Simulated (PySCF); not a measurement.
B(OH)(OMe)2 (C2H7BO3), SMILES COB(O)OC.

Geometry: PBE-D3(BJ)/def2-SVP. The values are those of a single conformer.

Calculation: PBE-D3(BJ)/def2-SVP in PySCF 2.14.0.

Harmonic, unscaled wavenumbers; measured fundamentals usually lie a few per cent lower.

```tsv
mode	ν (cm⁻¹)	IR (km/mol)	moving atoms (share of kinetic energy)
1	16	0.0	H 97 %
2	22	0.1	H 96 %
3	116	14.4	O 49 %, H 24 %, C 22 %
4	165	0.1	O 71 %, H 17 %, C 12 %
5	186	5.4	C 47 %, H 28 %, O 19 %
6	258	6.4	O 42 %, C 33 %, H 24 %
7	441	5.8	O 56 %, H 20 %, C 18 %
8	507	82.5	H 88 %, O 10 %
9	525	6.8	O 68 %, C 13 %, H 11 %
10	644	55.0	B 80 %, O 19 %
11	771	4.4	O 74 %, C 16 %, H 9 %
12	951	176.7	H 64 %, O 18 %, C 12 %
13	1089	32.8	O 41 %, C 33 %, H 22 %
14	1119	6.6	H 36 %, O 34 %, C 29 %
15	1138	0.2	H 76 %, C 19 %
16	1144	4.2	H 76 %, C 19 %
17	1160	2.4	H 71 %, C 20 %
18	1187	29.6	H 38 %, O 35 %, C 22 %
19	1362	428.5	H 52 %, B 26 %, C 12 %, O 10 %
20	1385	170.9	H 50 %, B 31 %, O 10 %, C 9 %
21	1416	27.9	H 93 %
22	1417	6.3	H 97 %
23	1424	21.4	H 96 %
24	1428	3.0	H 96 %
25	1458	209.1	H 45 %, B 35 %, O 17 %
26	1496	301.2	B 40 %, H 39 %, O 19 %
27	2944	90.7	H 97 %
28	2948	39.5	H 97 %
29	3022	29.9	H 90 %, C 10 %
30	3028	33.7	H 90 %, C 10 %
31	3054	21.1	H 90 %, C 10 %
32	3056	23.7	H 90 %, C 10 %
33	3753	63.3	H 94 %
```
